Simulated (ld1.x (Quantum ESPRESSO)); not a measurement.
**tungsten: excitation energies, all-electron against PAW**

- Element: tungsten
- Generator: ld1.x (Quantum ESPRESSO) 7.5
- Type: PAW
- Functional: PBE
- Relativity: fully relativistic
- Frozen core: [Xe] 4f14
- Valence charge: 6
- Reference configuration: 5d4 6s1.5 6p0.5
- Partial waves: 6s (bound): rcut 2.10, rcutus 2.50 bohr; 6s channel at 0.45 Ry: rcut 2.10, rcutus 2.50 bohr; 6p (bound): rcut 2.30, rcutus 2.75 bohr; 6p channel at 0.7 Ry: rcut 2.30, rcutus 2.75 bohr; 5d (bound): rcut 1.70, rcutus 2.30 bohr; 5d channel at 0.2 Ry: rcut 1.70, rcutus 2.30 bohr
- Local potential: all-electron potential smoothed inside 1.80 bohr (lloc = -1)
- Core correction: Bessel-smoothed model core, default radius (core density twice the valence density)
- Augmentation charge: BG, radius 1.75 bohr

Open shells are filled in proportion to 2j + 1 (rel_dist='average').

Energies are relative to the spin-unpolarised reference configuration 5d4 6s1.5 6p0.5; without spin polarisation the order of configurations can differ from experiment. The frozen-core shift is the all-electron ΔE with the core orbitals held at their reference shape minus the fully relaxed ΔE.

```json
{"valence configuration": "5d4 6s2 6p0", "charge": "0", "ΔE all-electron (eV)": "-2.192", "error AE − PS (meV)": "-0.1", "frozen-core shift (meV)": "+0.2"}
{"valence configuration": "5d4 6s1 6p0", "charge": "+1", "ΔE all-electron (eV)": "6.696", "error AE − PS (meV)": "-1.1", "frozen-core shift (meV)": "+0.8"}
{"valence configuration": "5d4 6s0 6p0", "charge": "+2", "ΔE all-electron (eV)": "22.378", "error AE − PS (meV)": "-8.6", "frozen-core shift (meV)": "+8.3"}
{"valence configuration": "5d3 6s2 6p0", "charge": "+1", "ΔE all-electron (eV)": "6.641", "error AE − PS (meV)": "-41", "frozen-core shift (meV)": "+41"}
{"valence configuration": "5d5 6s1 6p0", "charge": "0", "ΔE all-electron (eV)": "-0.659", "error AE − PS (meV)": "-25", "frozen-core shift (meV)": "+24"}
{"valence configuration": "5d3 6s2 6p1", "charge": "0", "ΔE all-electron (eV)": "1.781", "error AE − PS (meV)": "-43", "frozen-core shift (meV)": "+43"}
```

What are ΔE and the potential's error for 5d4.5 6s1.5 6p0?

ΔE = -1.499 eV all-electron; the error (AE − PS) is -7.2 meV.

The ghost test of this file was not conclusive.
